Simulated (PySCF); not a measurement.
AlOCl, SMILES [O]=[Al][Cl].

The structure is a stationary point at B3LYP-D3(BJ)/def2-TZVP.

These are TDA-PBE/def2-TZVPD (PySCF) values and carry that method's errors.

Vertical excitations; the highest root listed may be one member of a degenerate set.  State labels are in the subgroup C2v.

| state | symmetry | energy (eV) | λ (nm) | f | main pairs |
|---|---|---|---|---|---|
| S1 | B2 | 3.26 | 380 | 0.027 | HOMO→LUMO (degenerate set) |
| S2 | B1 | 3.26 | 380 | 0.027 | HOMO−1→LUMO (degenerate set) |
| S3 | A1 | 4.72 | 263 | 0.034 | HOMO−2→LUMO 69 %, HOMO→LUMO+2 15 %, HOMO−1→LUMO+1 15 % |
| S4 | A2 | 5.04 | 246 | 0.000 | HOMO−1→LUMO+2 50 %, HOMO→LUMO+1 50 % |
| S5 | A2 | 5.13 | 242 | 0.000 | HOMO→LUMO+1, HOMO−1→LUMO+2 (degenerate set) |
| S6 | A1 | 5.13 | 242 | 0.000 | HOMO−1→LUMO+1, HOMO→LUMO+2 (degenerate set) |
| S7 | B1 | 5.95 | 209 | 0.026 | HOMO−4→LUMO (degenerate set) |
| S8 | B2 | 5.95 | 209 | 0.026 | HOMO−3→LUMO (degenerate set) |
| S9 | B2 | 6.40 | 194 | 0.033 | HOMO−2→LUMO+2 (degenerate set) |
| S10 | B1 | 6.40 | 194 | 0.033 | HOMO−2→LUMO+1 (degenerate set) |
| T1 | B2 | 2.71 | 458 | 0 | HOMO→LUMO (degenerate set) |
| T2 | B1 | 2.71 | 458 | 0 | HOMO−1→LUMO (degenerate set) |
| T3 | A1 | 3.58 | 346 | 0 | HOMO−2→LUMO 89 % |
| T4 | A1 | 4.49 | 276 | 0 | HOMO→LUMO+2 44 %, HOMO−1→LUMO+1 44 %, HOMO−2→LUMO 11 % |
Triplets are in the Tamm–Dancoff approximation.
